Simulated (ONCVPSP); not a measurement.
Al: variants of one ONCV potential

Base potential:

aluminium (Al), optimised norm-conserving Vanderbilt (ONCV), made with ONCVPSP 4.0.1 (PBE, scalar-relativistic). Core [Ne], reference 3s1.75 3p1.25. Waves: 3s: rc 1.80 bohr, ncon 3, nbas 6, qcut 3.1 1/bohr, 2 projectors, debl 0.4 Ha; 3p: rc 2.85 bohr, ncon 4, nbas 8, qcut 3.1 1/bohr, 1 projector; d scattering state at 0.34 Ha: rc 2.50 bohr, ncon 3, nbas 7, qcut 3.9 1/bohr, 2 projectors, debl 1.8 Ha. Local part: polynomial inside 1.25 bohr (lpopt 5, dvloc0 0 Ha). Core correction: Teter function fitted to the true core (icmod 2), fcfact 0.6.

Cutoffs, loose and tight: the cutoffs (Ha) at which the residual kinetic energy of the hardest occupied pseudo-wave falls to 1 and 0.1 mHa per electron. They do not see the model core or the augmentation charge, which bear on the density cutoff. Test errors are all-electron minus pseudo excitation energies from the reference, over the configurations 3s2 3p1; 3s2 3p0; 3s1 3p0; 3s0 3p3. A dash means not determined; rows that change the core or the reference have their own tests.

For the base: The cutoffs count occupied waves only; projector 2 of the d channel, the hardest unoccupied one, needs 33 Ha at the loose tolerance.

```json
{"change": "base", "outcome": "generated", "cutoff, loose": "5.7 Ha", "cutoff, tight": "23 Ha", "bound ghosts": "none", "GHOST(+) flags above zero": "s", "largest test error (meV)": "+20"}
{"change": "p: rc 3.46", "outcome": "generated", "cutoff, loose": "5.7 Ha", "cutoff, tight": "23 Ha", "bound ghosts": "none", "GHOST(+) flags above zero": "s", "largest test error (meV)": "+21"}
{"change": "p: qcut 3.5", "outcome": "generated", "cutoff, loose": "5.7 Ha", "cutoff, tight": "23 Ha", "bound ghosts": "none", "GHOST(+) flags above zero": "s", "largest test error (meV)": "+22"}
```

Q: What comes out with this change to the base: s: qcut 4.3; p: qcut 4.3; d: qcut 5.4?

A: outcome: generated; cutoff, loose: 6.0 Ha; cutoff, tight: 7.8 Ha; bound ghosts: none; GHOST(+) flags above zero: s; largest test error (meV): +26.
